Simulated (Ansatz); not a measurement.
Two isomers of CH5FOSi2: A = `F[C@H]1O[Si@H]1[SiH3]`, B = `O[Si]1(F)C[SiH2]1`.

Calculated with Ansatz (gas phase, PBE0-D4/def2-TZVP geometries, no zero-point term in ΔE). CBS: MP2 limit from def2 TZ/QZ plus the TZ coupled-cluster correction, frozen cores. Functionals use def2-TZVPP. Each species was taken in one conformer, which may not be the lowest.

(1) Which is lower in electronic energy at CCSD(T)/CBS, and by how much? (Estimate.)

(2) Give E(B) − E(A) in kcal/mol with PBE0-D4, HF/def2-TZVPP, CCSD/def2-TZVPP, r2SCAN-D4, MP2/def2-TZVPP, B2PLYP, ωB97M-V. (Estimate.)

Largest T1 diagnostic: 0.016.

## Answers

(1) The calculation gave: B, by 72.0 kcal/mol.

(2) Computed: PBE0-D4 -67.9, HF/def2-TZVPP -70.7, CCSD/def2-TZVPP -70.9, r2SCAN-D4 -68.7, MP2/def2-TZVPP -74.2, B2PLYP -69.5, ωB97M-V -70.0. None reverses the order clearly.

From PBE to PBE0 (25 % exact exchange), in def2-TZVPP and without D4, E(B) − E(A) moves by −4.1 kcal/mol.
